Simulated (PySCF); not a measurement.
Molecule: `F[B-](F)(F)F`, [BF4]-.

Geometry:
```csv
atom,x (Å),y (Å),z (Å)
F1,0.892,0.519,-0.976
B2,0.018,-0.021,-0.019
F3,-0.833,-0.953,-0.634
F4,0.763,-0.659,0.985
F5,-0.748,1.009,0.548
```

Total charge -1.

Geometry PBE0-D3(BJ)/def2-SVP throughout; GIAO in PySCF 2.14, gas phase, one conformer, non-relativistic; equivalent atoms averaged; basis pcSseg-2.

(1) How do the absolute shieldings σ depend on the functional? (ppm; last column core-seconds on shared hosts with different chips, so compare them loosely)

(2) Which nucleus moves most, in ppm?

Results:

(1) 
| functional | kind | F1/F3/F4/F5 | B2 | core-s |
| --- | --- | --- | --- | --- |
| HF | Hartree–Fock | 375.4 | 116.7 | 3.9 |
| LDA | LDA | 335.4 | 92.6 | 9.8 |
| PBE | GGA | 340.4 | 94.4 | 12 |
| BLYP | GGA | 341.1 | 92.9 | 12 |
| BP86 | GGA | 342.0 | 95.0 | 12 |
| OPBE | GGA | 347.1 | 99.4 | 11 |
| KT2 | GGA | 342.5 | 99.7 | 12 |
| KT3 | GGA | 347.1 | 100.2 | 11 |
| B97-D | GGA | 349.2 | 98.1 | 11 |
| B3LYP | global hybrid | 348.9 | 98.3 | 8.1 |
| PBE0 | global hybrid | 350.6 | 100.9 | 14 |
| mPW1PW91 | global hybrid | 351.4 | 101.0 | 7.7 |
| WP04 | global hybrid | 358.7 | 95.9 | 12 |
| B97-2 | global hybrid | 354.0 | 101.9 | 12 |
| BHandHLYP | global hybrid | 359.3 | 105.6 | 11 |
| CAM-B3LYP | range-separated hybrid | 349.8 | 99.7 | 14 |
| wB97X-D | range-separated hybrid | 353.0 | 101.7 | 13 |
| LC-wPBE | range-separated hybrid | 351.9 | 100.7 | 22 |

(2) F1/F3/F4/F5 (fluorine bonded to B): from 335.4 ppm with LDA to 375.4 ppm with HF. The smallest spread is 24.0 ppm, at B2.
